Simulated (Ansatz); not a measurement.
Calculation: frozen-core CCSD(T)/def2-TZVPP // PBE-D3(BJ)/def2-TZVP (Ansatz, an electronic-structure program).

Ansatz 0.2 input:
```yaml
crystal:
  periodic: [false, false, false]
  atoms:
    - { symbol: S, position_ang: [2.179203, -1.004832, 0.027379] }
    - { symbol: In, position_ang: [0.000503, -0.00051, -0.001386] }
    - { symbol: S, position_ang: [-1.933512, -1.338022, -0.477362] }
    - { symbol: S, position_ang: [-0.244177, 2.343729, 0.447246] }
    - { symbol: H, position_ang: [2.777003, 0.1709, 0.336509] }
    - { symbol: H, position_ang: [-1.190165, -2.461122, -0.623805] }
    - { symbol: H, position_ang: [-1.588855, 2.289859, 0.291417] }
basis:
  gaussian: { orbitals: def2-TZVPP }
correlation:
  method: ccsd_t
```

Output:

```
Functional definition: HF
1424 factors; integrals over basis functions are off by at most 1.2e-3 eV
mean field evaluation 1: about -37650.5430 eV, gradient 2.2e1 eV
mean field evaluation 2: about -37650.6333 eV, gradient 2.2e1 eV
mean field evaluation 4: about -37652.4584 eV, gradient 2.8e0 eV
mean field evaluation 8: about -37652.5072 eV, gradient 2.6e-1 eV
mean field evaluation 16: about -37652.0596 eV, gradient 1.1e1 eV
mean field -37652.50770654 eV, -1383.7041364289 hartree, gradient 8.2e-6 eV, S^2 0.000000; 0 other end points of the search recorded, 0 dependent functions left out
19 core orbitals not correlated
reference -37652.50770654 eV, -1383.7041364289 hartree; 17, 17 occupied and 182, 182 virtual orbitals, 1424 factors
second order -22.09113412 eV of doubles, -0.00000000 eV of singles
cycle   1  -22.63838327 eV  change   -5.5e-1 eV  update   1.1e-1
cycle   2  -23.20644990 eV  change   -5.7e-1 eV  update   3.2e-2
cycle   3  -23.31496716 eV  change   -1.1e-1 eV  update   1.8e-2
cycle   4  -23.30343017 eV  change    1.2e-2 eV  update   4.7e-3
cycle   5  -23.30115850 eV  change    2.3e-3 eV  update   2.0e-3
cycle   6  -23.30106000 eV  change    9.9e-5 eV  update   5.3e-4
cycle   7  -23.30086189 eV  change    2.0e-4 eV  update   1.8e-4
cycle   8  -23.30090055 eV  change   -3.9e-5 eV  update   5.0e-5
cycle   9  -23.30092372 eV  change   -2.3e-5 eV  update   1.8e-5
perturbative correction -1.02013802 eV, -0.0374893808 hartree
Total energy: -37676.82876828 eV, -1384.5979189625 hartree
```

Cost: roughly 5 core-minutes.
